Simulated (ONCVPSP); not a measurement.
# Ru ONCV: all-electron and pseudo phase curves

ONCVPSP 4.0.1 input, shortened (lines: element, Z, core and valence counts, functional; n l f; lmax; l rc ep ncon nbas qcut; lloc lpopt rc5 dvloc0; l nproj debl; icmod fcfact rcfact), PBE, fully relativistic:

```
  Ru 44.00    6    3        4      upf
    1    0    2.00
    2    0    2.00
    2    1    6.00
    3    0    2.00
    3    1    6.00
    3    2   10.00
    4    0    2.00
    4    1    6.00
    4    2    7.00
    2
    0    1.05    0.00    3    6    5.30
    1    1.35    0.00    4    8   11.90
    2    1.50    0.00    3    6    6.90
    4    3    0.90    1.00
    0    2    3.00
    1    1    2.40
    2    2    1.80
    0    0.00    0.00
```

Open shells are filled in proportion to 2j + 1.

In the s channel the program set the typed energies aside and used -3.077, 0.250 Ha.

The phase is arctan(r·R′/R) of the radial function R(r), unwrapped; energies in Ha, scanned from -5 to 5 Ha. A pole is an energy at which the radial function vanishes at the test radius. The pseudo phase is shifted by a multiple of π to meet the all-electron one at the reference energy, and phase errors are pseudo minus all-electron; the curves can meet again beyond the range given. Levels narrower than the energy grid can be missing from the lists of poles.

| channel | radius (bohr) | reference energy (Ha) | poles, all-electron | poles, pseudo | unbroken range about the reference energy with phases within 0.05 rad | phase error 1 Ha above the reference energy (rad) |
| --- | --- | --- | --- | --- | --- | --- |
| s | 1.07 | -3.08 | 2.49 | 2.49 | the whole range | +0.000 |
| p3/2 | 1.37 | -1.94 | 0.05 | -0.02 | below 2.1 | -0.002 |
| p1/2 | 1.37 | -2.06 | -0.23 | -0.28 | below 2.0 | -0.002 |
| d5/2 | 1.52 | -0.46 | 1.44 | 1.44 | the whole range | -0.000 |
| d3/2 | 1.52 | -0.47 | 1.39 | 1.39 | the whole range | -0.000 |

Phases in the d5/2 channel:

```csv
E (Ha),all-electron,pseudo
-4.96,1.269,1.269
-4.72,1.256,1.256
-4.48,1.242,1.242
-4.24,1.226,1.226
-4.00,1.207,1.207
-3.76,1.186,1.186
-3.52,1.160,1.160
-3.28,1.130,1.130
-3.04,1.093,1.093
-2.80,1.048,1.048
-2.56,0.989,0.989
-2.32,0.913,0.913
-2.08,0.809,0.809
-1.84,0.663,0.663
-1.60,0.452,0.452
-1.36,0.157,0.157
-1.12,-0.208,-0.209
-0.88,-0.566,-0.567
-0.64,-0.848,-0.848
-0.40,-1.047,-1.047
-0.16,-1.187,-1.187
0.08,-1.288,-1.288
0.32,-1.364,-1.364
0.56,-1.423,-1.423
0.80,-1.472,-1.472
1.04,-1.513,-1.513
1.28,-1.549,-1.549
1.52,-1.581,-1.581
1.76,-1.611,-1.611
2.00,-1.639,-1.639
2.24,-1.667,-1.667
2.48,-1.696,-1.696
2.72,-1.726,-1.726
2.96,-1.757,-1.757
3.20,-1.792,-1.792
3.44,-1.833,-1.833
3.68,-1.880,-1.880
3.92,-1.939,-1.939
4.16,-2.013,-2.013
4.40,-2.112,-2.112
4.64,-2.249,-2.249
4.88,-2.446,-2.446
```
